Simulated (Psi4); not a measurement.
Input file for Psi4: SAPT0/jun-cc-pV(D+d)Z on C3H11AlO (a complex), monomers drawn apart or pushed together.

```
memory 8100 MB

molecule dimer {
0 1
C     0.00465871    0.65506392   -1.10180150
Al    0.15315316   -0.07140477    0.73564969
C     1.93289906   -0.09291338    1.57865918
C    -1.15786005   -1.44618792    1.29854486
H     0.46203798   -0.02607496   -1.82726899
H     0.52357125    1.61294718   -1.22390372
H    -1.03133044    0.79667961   -1.42949236
H     1.88038753   -0.25454227    2.65982725
H     2.48305907    0.83886942    1.41459742
H     2.55348150   -0.89853897    1.17156102
H    -1.22614783   -1.54824823    2.38786421
H    -0.86994613   -2.43432472    0.92419760
H    -2.16942039   -1.26098833    0.92022612
--
0 1
O    -0.67017115    1.36434835    1.59288433
H    -1.46587167    1.08430445    2.06389004
H    -0.92945850    2.04868155    0.96208692
units angstrom
symmetry c1
no_reorient
no_com
}

set {
  basis jun-cc-pV(D+d)Z
  scf_type df
  freeze_core true
}

energy('sapt0')
```

Output:

```
[...]
==> Input File <==

--------------------------------------------------------------------------
memory 8100 MB

molecule dimer {
0 1
C     0.00465871    0.65506392   -1.10180150
Al    0.15315316   -0.07140477    0.73564969
C     1.93289906   -0.09291338    1.57865918
C    -1.15786005   -1.44618792    1.29854486
H     0.46203798   -0.02607496   -1.82726899
H     0.52357125    1.61294718   -1.22390372
H    -1.03133044    0.79667961   -1.42949236
H     1.88038753   -0.25454227    2.65982725
H     2.48305907    0.83886942    1.41459742
H     2.55348150   -0.89853897    1.17156102
H    -1.22614783   -1.54824823    2.38786421
H    -0.86994613   -2.43432472    0.92419760
H    -2.16942039   -1.26098833    0.92022612
--
0 1
O    -0.67017115    1.36434835    1.59288433
H    -1.46587167    1.08430445    2.06389004
H    -0.92945850    2.04868155    0.96208692
units angstrom
symmetry c1
no_reorient
no_com
}

set {
  basis jun-cc-pV(D+d)Z
  scf_type df
  freeze_core true
}

energy('sapt0')
--------------------------------------------------------------------------


   => Loading Basis Set <=

    Name: JUN-CC-PV(D+D)Z
    Role: ORBITAL
    Keyword: BASIS
    atoms 1, 3-4      entry C          line   188 file jun-cc-pv_dpd_z.gbs
    atoms 2           entry AL         line   500 file jun-cc-pv_dpd_z.gbs
    atoms 5-13, 15-16 entry H          line    60 file jun-cc-pv_dpd_z.gbs
    atoms 14          entry O          line   256 file jun-cc-pv_dpd_z.gbs

   => Loading Basis Set <=

    Name: JUN-CC-PV(D+D)Z
    Role: ORBITAL
    Keyword: BASIS
    atoms 1, 3-4      entry C          line   188 file jun-cc-pv_dpd_z.gbs
    atoms 2           entry AL         line   500 file jun-cc-pv_dpd_z.gbs
    atoms 5-13, 15-16 entry H          line    60 file jun-cc-pv_dpd_z.gbs
    atoms 14          entry O          line   256 file jun-cc-pv_dpd_z.gbs


  //>>>>>>>>>>>>>>>>>>>>>>>>>>>>>>>>>>>//
  //              Dimer HF             //
  //<<<<<<<<<<<<<<<<<<<<<<<<<<<<<<<<<<<//

   => Libint2 <=

    Primary   basis highest AM E, G, H:  7, 6, 3
    Auxiliary basis highest AM E, G, H:  7, 7, 4
    Onebody   basis highest AM E, G, H:  -, -, -
    Solid Harmonics ordering:            Gaussian


   => Loading Basis Set <=

    Name: JUN-CC-PV(D+D)Z
    Role: ORBITAL
    Keyword: BASIS
    atoms 1, 3-4      entry C          line   188 file jun-cc-pv_dpd_z.gbs
    atoms 2           entry AL         line   500 file jun-cc-pv_dpd_z.gbs
    atoms 5-13, 15-16 entry H          line    60 file jun-cc-pv_dpd_z.gbs
    atoms 14          entry O          line   256 file jun-cc-pv_dpd_z.gbs


         ---------------------------------------------------------
                                   SCF
               by Justin Turney, Rob Parrish, Andy Simmonett
                          and Daniel G. A. Smith
                              RHF Reference
                        4 Threads,   7724 MiB Core
         ---------------------------------------------------------

  ==> Geometry <==

    Molecular point group: c1
    Full point group: C1

    Geometry (in Angstrom), charge = 0, multiplicity = 1:

       Center              X                  Y                   Z               Mass
    ------------   -----------------  -----------------  -----------------  -----------------
         C            0.004658710000     0.655063920000    -1.101801500000    12.000000000000
         AL           0.153153160000    -0.071404770000     0.735649690000    26.981538530000
         C            1.932899060000    -0.092913380000     1.578659180000    12.000000000000
         C           -1.157860050000    -1.446187920000     1.298544860000    12.000000000000
         H            0.462037980000    -0.026074960000    -1.827268990000     1.007825032230
         H            0.523571250000     1.612947180000    -1.223903720000     1.007825032230
         H           -1.031330440000     0.796679610000    -1.429492360000     1.007825032230
         H            1.880387530000    -0.254542270000     2.659827250000     1.007825032230
         H            2.483059070000     0.838869420000     1.414597420000     1.007825032230
         H            2.553481500000    -0.898538970000     1.171561020000     1.007825032230
         H           -1.226147830000    -1.548248230000     2.387864210000     1.007825032230
         H           -0.869946130000    -2.434324720000     0.924197600000     1.007825032230
         H           -2.169420390000    -1.260988330000     0.920226120000     1.007825032230
         O           -0.670171150000     1.364348350000     1.592884330000    15.994914619570
         H           -1.465871670000     1.084304450000     2.063890040000     1.007825032230
         H           -0.929458500000     2.048681550000     0.962086920000     1.007825032230

  Running in c1 symmetry.

  Rotational constants: A =      0.09575  B =      0.07358  C =      0.06760 [cm^-1]
  Rotational constants: A =   2870.58836  B =   2205.90465  C =   2026.52728 [MHz]
  Nuclear 
[...]
al Energy =                        -76.0384531191540560

Computation Completed


Properties will be evaluated at   0.000000,   0.000000,   0.000000 [a0]

Properties computed using the SCF density matrix


 Multipole Moments:

 ------------------------------------------------------------------------------------
     Multipole            Electronic (a.u.)      Nuclear  (a.u.)        Total (a.u.)
 ------------------------------------------------------------------------------------

 L = 1.  Multiply by 2.5417464519 to convert [e a0] to [Debye]
 Dipole X            :         13.9255146          -14.6580374           -0.7325228
 Dipole Y            :        -26.2744654           26.5464433            0.2719778
 Dipole Z            :        -29.9177877           29.7991888           -0.1185989
 Magnitude           :                                                    0.7903337

 ------------------------------------------------------------------------------------

  Constructing Basis Sets for SAPT...

   => Loading Basis Set <=

    Name: (JUN-CC-PV(D+D)Z AUX)
    Role: RIFIT
    Keyword: DF_BASIS_SAPT
    atoms 1, 3-4      entry C          line   100 file jun-cc-pvdz-ri.gbs
    atoms 2           entry AL         line   320 file jun-cc-pvdz-ri.gbs
    atoms 5-13, 15-16 entry H          line    30 file jun-cc-pvdz-ri.gbs
    atoms 14          entry O          line   188 file jun-cc-pvdz-ri.gbs

   => Loading Basis Set <=

    Name: (JUN-CC-PV(D+D)Z AUX)
    Role: JKFIT
    Keyword: DF_BASIS_ELST
    atoms 1, 3-4      entry C          line   146 file jun-cc-pvdz-jkfit.gbs
    atoms 2           entry AL         line   426 file jun-cc-pvdz-jkfit.gbs
    atoms 5-13, 15-16 entry H          line    70 file jun-cc-pvdz-jkfit.gbs
    atoms 14          entry O          line   258 file jun-cc-pvdz-jkfit.gbs


  //>>>>>>>>>>>>>>>>>>>>>>>>>>>>>>>>>>>//
  //               SAPT0               //
  //<<<<<<<<<<<<<<<<<<<<<<<<<<<<<<<<<<<//



        SAPT0
    Ed Hohenstein
     6 June 2009

      Orbital Information
  --------------------------
    NSO        =       154
    NMO        =       154
    NRI        =       499
    NRI (Elst) =       690
    NOCC A     =        20
    NOCC B     =         5
    FOCC A     =         8
    FOCC B     =         1
    NVIR A     =       134
    NVIR B     =       149

    Elst10,r            =    -0.100231049734 [Eh]
    Exch10              =     0.118538006414 [Eh]
    Exch10 (S^2)        =     0.114365507700 [Eh]

    Maxiter = 50
    CPHF R converge = 1.000000E-08

    Iter     Energy [mEh]          dE [mEh]         Residual      Time [s]
       1     -27.27643541      27.276435412     2.461480e-02             0
       2     -33.04926680       5.772831385     6.657441e-03             1
       3     -33.41059456       0.361327766     1.992019e-03             1
       4     -33.24097338      -0.169621184     5.734121e-04             1
       5     -33.23812203      -0.002851354     1.824320e-04             1
       6     -33.25052033       0.012398306     4.091787e-05             1
       7     -33.24868734      -0.001832987     8.699026e-06             1
       8     -33.24871314       0.000025797     2.698680e-06             1
       9     -33.24878055       0.000067408     5.859863e-07             1
      10     -33.24878341       0.000002859     1.157551e-07             1
      11     -33.24877990      -0.000003507     1.752985e-08             1
      12     -33.24878024       0.000000338     3.784165e-09             1

    CHF Iterations converged

    Maxiter = 50
    CPHF R converge = 1.000000E-08

    Iter     Energy [mEh]          dE [mEh]         Residual      Time [s]
       1     -95.50659092      95.506590922     5.831033e-02             0
       2    -120.84114463      25.334553708     1.551898e-02             0
       3    -121.13464256       0.293497935     5.280566e-03             0
       4    -120.69935415      -0.435288417     1.324688e-03             0
       5    -120.64612430      -0.053229844     2.485273e-04             0
       6    -120.67991217       0.033787860     5.381191e-05             0
       7    -120.67445788      -0.005454290     1.018658e-05             1
       8    -120.67502471       0.000566840     1.393492e-06             1
       9    -120.67498754      -0.000037179     3.372061e-07             1
      10    -120.67499056       0.000003023     9.153372e-08             1
      11    -120.67499098       0.000000423     1.409780e-08             1
      12    -120.67499077      -0.000000214     3.143924e-09             1

    CHF Iterations converged

    Ind20,r (A<-B)      =    -0.033248780240 [Eh]
    Ind20,r (B<-A)      =    -0.120674990769 [Eh]
    Ind20,r             =    -0.153923771009 [Eh]
    Exch-Ind20,r (A<-B) =     0.030663724735 [Eh]
    Exch-Ind20,r (B<-A) =     0.083528384595 [Eh]
    Exch-Ind20,r        =     0.114192109330 [Eh]
    Disp20              =    -0.017764701142 [Eh]
    Disp20 (SS)         =    -0.008882350571 [Eh]
    Disp20 (OS)         =    -0.008882350571 [Eh]
    Exch-Disp20         =     0.005200567101 [Eh]
    Exch-Disp20 (SS)    =     0.002837020459 [Eh]
    Exch-Disp20 (OS)    =     0.002363546643 [Eh]

    SAPT Results
  --------------------------------------------------------------------------------------------------------
    Electrostatics               -100.23104973 [mEh]     -62.89593328 [kcal/mol]    -263.15658482 [kJ/mol]
      Elst10,r                   -100.23104973 [mEh]     -62.89593328 [kcal/mol]    -263.15658482 [kJ/mol]

    Exchange                      118.53800641 [mEh]      74.38372203 [kcal/mol]     311.22149296 [kJ/mol]
      Exch10                      118.53800641 [mEh]      74.38372203 [kcal/mol]     311.22149296 [kJ/mol]
      Exch10(S^2)                 114.36550770 [mEh]      71.76543956 [kcal/mol]     300.26659910 [kJ/mol]

    Induction                     -34.14503349 [mEh]     -21.42633200 [kcal/mol]     -89.64777308 [kJ/mol]
      Ind20,r                    -153.92377101 [mEh]     -96.58862455 [kcal/mol]    -404.12680511 [kJ/mol]
      Exch-Ind20,r                114.19210933 [mEh]      71.65663044 [kcal/mol]     299.81134174 [kJ/mol]
      delta HF,r (2)                5.58662819 [mEh]       3.50566211 [kcal/mol]      14.66769028 [kJ/mol]

    Dispersion                    -12.56413404 [mEh]      -7.88411314 [kcal/mol]     -32.98712938 [kJ/mol]
      Disp20                      -17.76470114 [mEh]     -11.14751827 [kcal/mol]     -46.64121642 [kJ/mol]
      Exch-Disp20                   5.20056710 [mEh]       3.26340513 [kcal/mol]      13.65408704 [kJ/mol]
      Disp20 (SS)                  -8.88235057 [mEh]      -5.57375913 [kcal/mol]     -23.32060821 [kJ/mol]
      Disp20 (OS)                  -8.88235057 [mEh]      -5.57375913 [kcal/mol]     -23.32060821 [kJ/mol]
      Exch-Disp20 (SS)              2.83702046 [mEh]       1.78025722 [kcal/mol]       7.44859619 [kJ/mol]
      Exch-Disp20 (OS)              2.36354664 [mEh]       1.48314791 [kcal/mol]       6.20549086 [kJ/mol]

  Total HF                        -15.83807681 [mEh]      -9.93854325 [kcal/mol]     -41.58286494 [kJ/mol]
  Total SAPT0                     -28.40221085 [mEh]     -17.82265639 [kcal/mol]     -74.56999432 [kJ/mol]

  Special recipe for scaled SAPT0 (see Manual):
    Electrostatics sSAPT0        -100.23104973 [mEh]     -62.89593328 [kcal/mol]    -263.15658482 [kJ/mol]
    Exchange sSAPT0               118.53800641 [mEh]      74.38372203 [kcal/mol]     311.22149296 [kJ/mol]
    Induction sSAPT0              -21.18497606 [mEh]     -13.29377318 [kcal/mol]     -55.62114699 [kJ/mol]
    Dispersion sSAPT0             -11.97390369 [mEh]      -7.51373801 [kcal/mol]     -31.43747982 [kJ/mol]
  Total sSAPT0                    -14.85192308 [mEh]      -9.31972243 [kcal/mol]     -38.99371866 [kJ/mol]
  --------------------------------------------------------------------------------------------------------



*** Psi4 exiting successfully. Buy a developer a beer!
```

The run finished.

Cost: very roughly 50 core-seconds.
